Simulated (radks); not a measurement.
Neutral europium inside a hard spherical wall (all orbitals vanish at R), configuration held at [Xe] 4f7 6s2 and not refilled when levels cross. Calculated with a radial shooting solver on a logarithmic mesh with Libxc functionals: scalar-relativistic Kohn-Sham, PBE, spin-polarised, spherical densities, point nucleus; open shells are filled with parallel spins first (spin-orbit coupling, left out, can overturn this in heavy ions). Eigenvalues in eV for spin up, with the zero of energy where the potential of the charges vanishes at infinity; a dash marks a level that is unbound or too diffuse for the functional's potential to be trusted. A positive occupied level is held by the wall or, in an anion where self-interaction has pushed it up, behind a barrier. The pressure on the wall is -dE/dV.

| R (bohr) | E (hartree) | kinetic (hartree) | e(5s) | e(5p) | e(4f) | e(6s) | e(5d, empty) | e(6p, empty) | pressure (GPa) |
|---|---|---|---|---|---|---|---|---|---|
| free | -10844.3705 | 11618.886 | -45.696 | -24.552 | -4.099 | -3.723 | -1.791 | -1.236 | 0 |
| 15 | -10844.3705 | 11618.886 | -45.692 | -24.548 | -4.095 | -3.720 | -1.788 | -1.220 | 0.000279 |
| 12 | -10844.3700 | 11618.891 | -45.650 | -24.507 | -4.054 | -3.689 | -1.749 | -1.124 | 0.00799 |
| 8 | -10844.3496 | 11619.019 | -44.921 | -23.788 | -3.333 | -3.038 | -1.084 | 0.121 | 0.689 |
| 4 | -10843.3868 | 11622.709 | -37.655 | -16.859 | 4.460 | 12.078 | 7.689 | 21.924 | 172 |
| 3.5 | -10842.5164 | 11625.990 | -33.942 | -13.153 | 8.865 | 23.090 | 12.972 | 36.036 | 478 |
| 2 | -10821.0378 | 11696.398 | 18.977 | 47.935 | 64.124 | 203.30 | 94.728 | 237.84 | 29000 |
